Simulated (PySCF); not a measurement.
Ge(F)2(Br)(OH), SMILES [OH][Ge]([F])([F])[Br], PBE0/def2-SVP optimised geometry.

```
6

O     -1.05    -1.92    -1.38
Ge    -0.45    -1.05     0.00
F      1.26    -1.05     0.00
F     -0.87    -1.87     1.45
Br    -1.26     1.05     0.00
H     -0.70    -2.82    -1.43
```

Density from PBE0/def2-TZVP (PySCF) at that geometry.

Minimum of the electron density along straight lines between bonded atoms, close to the bond critical point (lines longer than 1.1 times the sum of covalent radii, or with two minima, are not listed):

| bond | length / Å | ρ at the minimum / e bohr⁻³ | ∇²ρ there / e bohr⁻⁵ | position (fraction from the first atom) |
|---|---|---|---|---|
| O1–Ge2 | 1.739 | 0.159 | 0.73 | 0.52 |
| Ge2–F3 | 1.718 | 0.150 | 0.86 | 0.48 |
| Ge2–F4 | 1.719 | 0.150 | 0.86 | 0.48 |
| Ge2–Br5 | 2.245 | … | … | 0.43 |
| O1–H6 | 0.966 | … | -2.39 | 0.81 |

Complete the blanks.


- Ge2–Br5, ρ at the minimum / e bohr⁻³: 0.106
- Ge2–Br5, ∇²ρ there / e bohr⁻⁵: 0.06
- O1–H6, ρ at the minimum / e bohr⁻³: 0.351
